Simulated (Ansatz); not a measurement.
C₇H₉O (SMILES C[OH+]c1ccccc1), charge +1, singlet, at a GFN2-xTB geometry; MP2/6-31G* (Ansatz, a quantum-chemistry and plane-wave program).

The Ansatz input:
Ansatz 0.2 input:
```yaml
crystal:
  periodic: [false, false, false]
  atoms:
    - {symbol: C, position_ang: [2.68581111, 0.47233117, -0.23426577]}
    - {symbol: O, position_ang: [1.70989725, 0.21900805, 0.81386579]}
    - {symbol: C, position_ang: [0.34471567, 0.03250646, 0.32907195]}
    - {symbol: C, position_ang: [0.01222459, -1.19816702, -0.20327298]}
    - {symbol: C, position_ang: [-1.28799653, -1.38978475, -0.64407141]}
    - {symbol: C, position_ang: [-2.21537241, -0.36423910, -0.54765958]}
    - {symbol: C, position_ang: [-1.85671093, 0.86026071, -0.00676033]}
    - {symbol: C, position_ang: [-0.56031393, 1.07014763, 0.43843242]}
    - {symbol: H, position_ang: [3.66463036, 0.55667222, 0.23538758]}
    - {symbol: H, position_ang: [2.67916004, -0.38406176, -0.90637054]}
    - {symbol: H, position_ang: [2.44929023, 1.37869168, -0.79224115]}
    - {symbol: H, position_ang: [1.70573102, 0.97635760, 1.43676038]}
    - {symbol: H, position_ang: [0.74141377, -1.99032729, -0.25934878]}
    - {symbol: H, position_ang: [-1.57168239, -2.34338551, -1.05898733]}
    - {symbol: H, position_ang: [-3.22491764, -0.52078929, -0.89251364]}
    - {symbol: H, position_ang: [-2.58071358, 1.65504338, 0.07210182]}
    - {symbol: H, position_ang: [-0.27623520, 2.02140386, 0.86543975]}
basis:
  gaussian:
    orbitals: 6-31G*
total_charge: 1
magnetization: {spin_polarized: false}
correlation: {method: mp2, electrons: outside_noble_gas}
accuracy: high
```

Output, abridged:

```
Functional definition: HF
3347 factors; integrals over basis functions are off by at most 2.1e-8 eV
mean field evaluation 1: about -9380.0801 eV, gradient 4.2e1 eV
mean field evaluation 2: about -9380.0956 eV, gradient 4.2e1 eV
mean field evaluation 4: about -9384.9394 eV, gradient 4.3e0 eV
mean field evaluation 8: about -9385.0020 eV, gradient 7.9e-4 eV
mean field -9385.00203943 eV, -344.8924635663 hartree, gradient 2.7e-8 eV, S^2 0.000000; 0 other end points of the search recorded, 0 dependent functions left out; unrestricted orbitals would lower it
mean field evaluation 16: about -9385.0716 eV, gradient 7.1e-2 eV
8 core orbitals not correlated
reference -9385.00203943 eV, -344.8924635663 hartree; 21, 21 occupied and 109, 109 virtual orbitals, 3347 factors
second order -28.78325276 eV of doubles, -0.00000000 eV of singles
Total energy: -9413.78529219 eV, -345.9502285953 hartree
```
